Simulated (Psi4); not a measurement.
Interaction energy of HCl ··· CH3Br (SMILES Cl and CBr), singlet. Monomers: optimised at B3LYP-D3(BJ) (def2-TZVP), held rigid. Orientation: lowest of the rigid-body minima from ten starts at GFN2-xTB. The monomers approach along the line of their centres of mass (distance R); nothing else relaxes.

Levels of theory: PBE/def2-TZVP, counterpoise-corrected (Psi4); PBE-D3(BJ)/def2-TZVP, counterpoise-corrected (Psi4); SAPT0/jun-cc-pVDZ, frozen core (Psi4).

Interaction energies in kJ/mol; the last columns give the difference from SAPT0:

| R / Å | PBE/def2-TZVP | PBE-D3(BJ)/def2-TZVP | SAPT0/jun-cc-pVDZ | PBE/def2-TZVP − SAPT0/jun-cc-pVDZ | PBE-D3(BJ)/def2-TZVP − SAPT0/jun-cc-pVDZ |
|---|---|---|---|---|---|
| 3.08 | 11.31 | 4.90 | 18.84 | -7.53 | -13.94 |
| 3.26 | -2.93 | -8.88 | 2.11 | -5.04 | -10.99 |
| 3.43 | -8.98 | -14.46 | -5.86 | -3.11 | -8.59 |
| 3.65 | -11.32 | -16.14 | -9.99 | -1.33 | -6.15 |
| 3.84 | -11.01 | -15.25 | -10.61 | -0.41 | -4.65 |
| 4.03 | -9.87 | -13.53 | -9.95 | 0.09 | -3.57 |
| 4.32 | -7.75 | -10.59 | -8.13 | 0.38 | -2.46 |
| 4.66 | -5.56 | -7.59 | -6.02 | 0.47 | -1.56 |
| 5.17 | -3.26 | -4.44 | -3.76 | 0.50 | -0.68 |
| 5.87 | -1.60 | -2.16 | -2.07 | 0.47 | -0.09 |
| 6.82 | -0.73 | -0.95 | -1.04 | 0.30 | 0.09 |
| 8.16 | -0.33 | -0.40 | -0.47 | 0.14 | 0.07 |

PBE/def2-TZVP is furthest from SAPT0/jun-cc-pVDZ at 3.08 (-7.53 kJ/mol, below); its mean absolute difference over the points is 1.65 kJ/mol.

PBE-D3(BJ)/def2-TZVP is furthest from SAPT0/jun-cc-pVDZ at 3.08 (-13.94 kJ/mol, below); its mean absolute difference over the points is 4.40 kJ/mol.
